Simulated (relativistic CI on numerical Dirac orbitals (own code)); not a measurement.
Radial parameters of Pm²⁰⁺

Computed by Dirac-Coulomb-Breit CI, orbitals from a KLI potential per configuration, a model potential for QED, unscaled Slater integrals (own radial code, finite nucleus).

Slater integrals F^k, G^k are unscaled and averaged over j, outside the closed core [Ar] 3d10; ζ comes from projecting the Hamiltonian with its Breit term on Σ l·s of the shell.

- 4s²4p⁶4d⁵: F^2(4d,4d) = 167570, F^4(4d,4d) = 113670, ζ(4d) = 17907 cm⁻¹; <r>(4d) = 0.604, <r^2>(4d) = 0.4169 (bohr units).
- 4s²4p⁵4d⁶: ζ(4p) = 154280, F^2(4d,4d) = 167560, F^4(4d,4d) = 113660, F^2(4p,4d) = 171430, G^1(4p,4d) = 215780, G^3(4p,4d) = 137090, ζ(4d) = 17840 cm⁻¹; <r>(4p) = 0.5828, <r^2>(4p) = 0.3839, <r>(4d) = 0.604, <r^2>(4d) = 0.4168 (bohr units).
- 4s²4p⁶4d⁴4f: F^2(4d,4d) = 167530, F^4(4d,4d) = 113630, ζ(4d) = 17920, F^2(4d,4f) = 164820, F^4(4d,4f) = 107980, G^1(4d,4f) = 183270, G^3(4d,4f) = 122200, G^5(4d,4f) = 88592, ζ(4f) = 2096.8 cm⁻¹; <r>(4d) = 0.6042, <r^2>(4d) = 0.4172, <r>(4f) = 0.6064, <r^2>(4f) = 0.4215 (bohr units).

(1) Give the Racah parameters of the d shell in 4s²4p⁶4d⁵.

Averages of the first 9 configurations, taken without configuration mixing, which lowers the lowest level and can move excited configurations by several eV; other configurations of the list can lie among them:

```csv
Configuration,Parity,States,Average energy above the lowest level (eV)
4s²4p⁶4d⁵,even,252,16.6
4s²4p⁵4d⁶,odd,1260,146.1
4s²4p⁶4d⁴4f,odd,2940,153.0
4s4p⁶4d⁵4f,odd,7056,374.2
4p⁶4d⁷,even,120,465.3
4p⁵4d⁸,odd,270,592.4
4s²4p⁶4d³5s²,even,120,403.9
4s²4p⁶4d²4f5s²,odd,630,541.5
4s4p⁶4d³4f5s²,odd,3360,763.7
```

Answers

(1) B = F²/49 − 5F⁴/441 = 2131 cm⁻¹ and C = 35F⁴/441 = 9021 cm⁻¹.
